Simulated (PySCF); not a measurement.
**Choosing a basis for TDDFT**

Compound: C₂H₆ClNSi₂.
Structure used (PBE0-D3(BJ)/def2-SVP), in Å, numbered top down from 1:
```xyz
12
C2H6ClNSi2 angstrom
N     -0.0674    2.3916   -1.0668
C      0.2004    1.2973   -0.7961
C      0.6144   -0.0471   -0.4525
Si     2.3782   -0.0626    0.2980
Si     3.8381    1.1896   -1.0411
Cl     5.7537    0.7522   -0.3626
H      0.6082   -0.6749   -1.3585
H     -0.0970   -0.4921    0.2617
H      2.3276    0.5157    1.6731
H      2.8294   -1.4842    0.3709
H      3.6009    2.6537   -0.9111
H      3.7374    0.7875   -2.4743
```

TDDFT with PBE0 (PySCF), vertical singlets, core orbitals frozen in the response, spherical d and f functions. Isolated species at its PBE0-D3(BJ)/def2-SVP geometry (one conformer only).

| basis | functions | diffuse | S1 (eV) | S2 (eV) | S3 (eV) | S4 (eV) | S5 (eV) | LUMO (eV) | α (au) |
| --- | --- | --- | --- | --- | --- | --- | --- | --- | --- |
| def2-SVP | 126 | no | 6.22 | 6.81 | 7.15 | 7.18 | 7.52 | -0.78 | 81.7 |
| 6-31+G* | 132 | yes | 6.05 | 6.68 | 6.92 | 7.15 | 7.21 | -1.16 | 88.1 |
| aug-cc-pVDZ | 204 | yes | 6.03 | 6.68 | 6.90 | 6.95 | 7.07 | -1.12 | 98.2 |
| def2-TZVP | 240 | no | 6.05 | 6.72 | 6.94 | 6.98 | 7.29 | -1.03 | 92.1 |
| def2-TZVPD | 297 | yes | 5.98 | 6.66 | 6.85 | 6.88 | 7.10 | -1.15 | 98.3 |

Compare the sets with the largest diffuse one.

States are compared by their number. Against the largest diffuse basis here (def2-TZVPD, itself not a converged limit), sets without diffuse functions differ by up to 0.25 eV in S1 and 0.42 eV in S5; the smaller diffuse sets differ by up to 0.07 and 0.11 eV. State by state, the largest deviation of a set without diffuse functions is S1 0.25, S2 0.16, S3 0.30, S4 0.29, S5 0.42 eV. The same number needn't mean the same state in each row. Against def2-TZVPD the polarisability deviates by -17% in def2-SVP, -10% in 6-31+G*, 0% in aug-cc-pVDZ, -6% in def2-TZVP. A single + in a Pople set puts diffuse functions on heavy atoms only.
